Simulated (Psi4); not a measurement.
CH6AlOSi (SMILES [CH3][Al+][O][SiH3]), charge +1, singlet, geometry from GFN2-xTB (such geometries of metal compounds can be far from the true shape); B3LYP/STO-3G run with Psi4 1.11.

Psi4 was given this input:
```
memory 2 GB

molecule mol {
1 1
Al   -0.694136    0.461016    0.737831
C    -1.817333    1.340473    2.084961
H    -2.531780    0.625372    2.510723
H    -2.361554    2.179983    1.634994
H    -1.159068    1.714935    2.878532
O     0.292411   -0.239916   -0.336109
Si    1.359769   -0.958220   -1.520775
H     0.568766   -0.790528   -2.736908
H     1.491480   -2.320514   -1.011126
H     2.543866   -0.110886   -1.398053
}

set {
  basis sto-3g
  reference rks
  scf_type pk
  puream true
  d_convergence 1e-8
  dft_radial_points 99
  dft_spherical_points 590
}

energy('b3lyp')
print_variables()
```

Output, abridged:

```
   => Loading Basis Set <=

    Name: STO-3G
    Role: ORBITAL
    Keyword: BASIS

         ---------------------------------------------------------
                                   SCF
               by Justin Turney, Rob Parrish, Andy Simmonett
                          and Daniel G. A. Smith
                              RKS Reference
         ---------------------------------------------------------

  ==> Geometry <==

    Molecular point group: c1
    Full point group: C1

    Geometry (in Angstrom), charge = 1, multiplicity = 1:

       Center              X                  Y                   Z               Mass
    ------------   -----------------  -----------------  -----------------  -----------------
         AL          -0.702256983955     0.470143694129     0.750217908867    26.981538530000
         C           -1.825453983955     1.349600694129     2.097347908867    12.000000000000
         H           -2.539900983955     0.634499694129     2.523109908867     1.007825032230
         H           -2.369674983955     2.189110694129     1.647380908867     1.007825032230
         H           -1.167188983955     1.724062694129     2.890918908867     1.007825032230
         O            0.284290016045    -0.230788305871    -0.323722091133    15.994914619570
         SI           1.351648016045    -0.949092305871    -1.508388091133    27.976926534650
         H            0.560645016045    -0.781400305871    -2.724521091133     1.007825032230
         H            1.483359016045    -2.311386305871    -0.998739091133     1.007825032230
         H            2.535745016045    -0.101758305871    -1.385666091133     1.007825032230

  Running in c1 symmetry.

  Rotational constants: A =      1.77420  B =      0.04777  C =      0.04776 [cm^-1]
  Rotational constants: A =  53189.03029  B =   1432.11696  C =   1431.95307 [MHz]
  Nuclear repulsion =  186.246937880283724

  Charge       = 1
  Multiplicity = 1
  Electrons    = 46
  Nalpha       = 23
  Nbeta        = 23

  ==> Algorithm <==

  SCF Algorithm Type is PK.
  DIIS enabled.
  MOM disabled.
  Fractional occupation disabled.
  Guess Type is SAD.
  Energy threshold   = 1.00e-06
  Density threshold  = 1.00e-08
  Integral threshold = 1.00e-12

  ==> Primary Basis <==

  Basis Set: STO-3G
    Blend: STO-3G
    Number of shells: 22
    Number of basis functions: 34
    Number of Cartesian functions: 34
    Spherical Harmonics?: true
    Max angular momentum: 1

  ==> DFT Potential <==

   => LibXC <=

    Version 7.1.2
    S. Lehtola, C. Steigemann, M. J. T. Oliveira, and M. A. L. Marques,  SoftwareX 7, 1–5 (2018) (10.1016/j.softx.2017.11.002)

   => Composite Functional: B3LYP <=

    B3LYP Hyb-GGA Exchange-Correlation Functional

    P. J. Stephens, F. J. Devlin, C. F. Chabalowski, and M. J. Frisch,  J. Phys. Chem. 98, 11623 (1994) (10.1021/j100096a001)

    Deriv               =              1
    GGA                 =           TRUE
    Meta                =          FALSE

    Exchange Hybrid     =           TRUE
    MP2 Hybrid          =          FALSE

   => Exchange Functionals <=

    0.0800   Slater exchange
    0.7200         Becke 88

   => Exact (HF) Exchange <=

    0.2000               HF

   => Correlation Functionals <=

    0.1900   Vosko, Wilk & Nusair (VWN5_RPA)
    0.8100   Lee, Yang & Parr

   => LibXC Density Thresholds  <==

    XC_HYB_GGA_XC_B3LYP:  1.00E-15

   => Molecular Quadrature <=

    Radial Scheme          =       TREUTLER
    Pruning Scheme         =           NONE
    Nuclear Scheme         =       TREUTLER

    Blocking Scheme        =         OCTREE
    BS radius alpha        =              1
    Pruning alpha          =              1
    Radial Points          =             99
    Spherical Points       =            590
    Total Points           =         546081
    Total Blocks           =           3916
    Max Points             =            256
    Max Functions          =             32
[...]
      Number of basis functions:        34

      Integral cutoff                 1.00e-12
      Number of threads:                 1

  Performing in-core PK
  Using 354620 doubles for integral storage.
  We computed 25826 shell quartets total.
  Whereas there are 32131 unique shell quartets.

  ==> DiskJK: Disk-Based J/K Matrices <==

    J tasked:                  Yes
    K tasked:                  Yes
    wK tasked:                  No
    Schwarz Cutoff:          1E-12

  Minimum eigenvalue in the overlap matrix is 2.3530687854E-01.
  Reciprocal condition number of the overlap matrix is 1.0391385705E-01.
    Using symmetric orthogonalization.

  ==> Pre-Iterations <==

  SCF Guess: Superposition of Atomic Densities via on-the-fly atomic UHF (no occupation information).

   -------------------------
    Irrep   Nso     Nmo
   -------------------------
     A         34      34
   -------------------------
    Total      34      34
   -------------------------

  ==> Iterations <==

                        Total Energy        Delta E     RMS |[F,P]|

   @RKS iter SAD:  -638.63848111965353   -6.38638e+02   0.00000e+00
   @RKS iter   1:  -640.81054826709942   -2.17207e+00   1.27949e-02 DIIS/ADIIS
   @RKS iter   2:  -639.76730024526535    1.04325e+00   4.62379e-02 DIIS/ADIIS
   @RKS iter   3:  -640.94373510555863   -1.17643e+00   4.96161e-03 DIIS/ADIIS
   @RKS iter   4:  -640.96155724510652   -1.78221e-02   1.46471e-03 DIIS/ADIIS
   @RKS iter   5:  -640.96314919329473   -1.59195e-03   2.61670e-04 DIIS/ADIIS
   @RKS iter   6:  -640.96320428206445   -5.50888e-05   1.95892e-05 DIIS
   @RKS iter   7:  -640.96320456739340   -2.85329e-07   8.91471e-06 DIIS
   @RKS iter   8:  -640.96320462635754   -5.89641e-08   8.82627e-07 DIIS
   @RKS iter   9:  -640.96320462707388   -7.16341e-10   1.37377e-07 DIIS
   @RKS iter  10:  -640.96320462708798   -1.40972e-11   1.67893e-08 DIIS
   @RKS iter  11:  -640.96320462708775    2.27374e-13   7.76197e-10 DIIS
  Energy and wave function converged.

  ==> Post-Iterations <==

   Electrons on quadrature grid:
      Ntotal   =   45.9999999804 ; deviation = -1.957e-08

    Orbital Energies [Eh]
    ---------------------

    Doubly Occupied:

[...]
    Virtual:

[...]
    Final Occupation by Irrep:
              A
    DOCC [    23 ]
    NA   [    23 ]
    NB   [    23 ]

  @RKS Final Energy:  -640.96320462708775

   => Energetics <=

    Nuclear Repulsion Energy =            186.2469378802837241
    One-Electron Energy =               -1251.5165591393970317
    Two-Electron Energy =                 469.1975431465583597
    DFT Exchange-Correlation Energy =     -44.8911265145327292
    Empirical Dispersion Energy =           0.0000000000000000
    VV10 Nonlocal Energy =                  0.0000000000000000
    Total Energy =                       -640.9632046270877481

Computation Completed

Properties will be evaluated at   0.000000,   0.000000,   0.000000 [a0]

Properties computed using the SCF density matrix

 Multipole Moments:

 ------------------------------------------------------------------------------------
     Multipole            Electronic (a.u.)      Nuclear  (a.u.)        Total (a.u.)
 ------------------------------------------------------------------------------------

 L = 1.  Multiply by 2.5417464519 to convert [e a0] to [Debye]
 Dipole X            :          0.1663787           -0.7212863           -0.5549076
 Dipole Y            :         -0.4471319            0.8106956            0.3635637
 Dipole Z            :         -0.5313881            1.1001867            0.5687985
 Magnitude           :                                                    0.8738609

 ------------------------------------------------------------------------------------

  Variable Map:
  ----------------------------------------------------------------------------
[...]
  Array Variable Map:
  ----------------------------------------------------------------------------
[...]
[...]
```
